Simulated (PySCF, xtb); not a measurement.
FGe, SMILES [F][Ge] (connectivity only; charge and spin as stated), charge +1, multiplicity 1.

GFN2-xTB in xtb 6.7.1 at its own geometry gives an orbital gap of 5.15 eV.

The structure is a stationary point at PBE0-D3(BJ)/def2-TZVPD. The spin state was assumed, not searched.

Problem. What does M06-2X/def2-TZVPD in PySCF give? (Estimate from the structure and the level; the computed values follow.)

Solution. gap 10.04 eV (levels -18.89 and -8.85 eV).
